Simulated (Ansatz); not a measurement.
A structure relaxed at PBE0-D4/def2-SVP in Ansatz, charge 0, singlet:

| atom | x (Å) | y (Å) | z (Å) |
| --- | --- | --- | --- |
| Sn1 | 0.163 | -0.144 | 2.265 |
| Sn2 | 0.711 | 1.605 | -0.318 |
| Sn3 | -2.231 | 0.166 | 0.403 |
| Sn4 | 1.609 | -1.605 | 0.012 |
| Cl5 | -1.900 | 2.486 | -0.710 |
| Cl6 | -0.948 | -2.341 | 1.263 |
| Cl7 | 2.958 | 0.242 | -1.218 |
| Cl8 | -0.363 | -0.410 | -1.696 |

**Question.** Give its formula and point group.

**Answer.** Sn₄Cl₄ (the lowest singlet isomer of a short search). Point group Cs (tolerance 0.1 Å).

**Question.** Summarise the bond lengths by kind (pairs closer than 1.2 times the sum of covalent radii, bridged metal pairs left out).

**Answer.** 8 × Cl–Sn 2.59 to 2.87 Å; 3 × Sn–Sn 3.05 to 3.17 Å.

In the def2 sets Sn takes a core potential; there is no spin–orbit coupling. The structure comes from a short search, and lower isomers may exist.
